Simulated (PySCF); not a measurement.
# Correlation energy of Xe⁺ (xenon, charge +1)

[Kr] 4d10 5s1 5p6, 2S determinant (an excited configuration). All numbers are calculated (PySCF 2.14, the spin-free X2C one-electron Hamiltonian (Gaussian nucleus), in x2c-QZVPPall). Frozen: [Ar] 3d10; 25 electrons correlated.

MP2 pair energies summed by pair of shells (mhartree):

```
 pair   energy  share (%)
4d-4d  -339.85       36.4
5p-5p  -184.14       19.7
4d-5p  -169.64       18.2
4p-4d   -93.12       10.0
4p-4p   -36.33        3.9
4s-4d   -28.55        3.1
5s-5p   -21.87        2.3
4d-5s   -19.77        2.1
4p-5p   -16.12        1.7
4s-4p   -13.19        1.4
4p-5s    -4.56        0.5
4s-4s    -3.34        0.4
4s-5p    -2.67        0.3
4s-5s    -0.67        0.1
```

Total MP2 correlation energy: -933.81 mhartree.

Same-spin part -307.98 and opposite-spin part -625.82 mhartree; SCS-MP2 scales them by 1/3 and 6/5 to -853.65 mhartree.

This basis was not built for core-valence correlation, so the inner-shell part is incomplete.
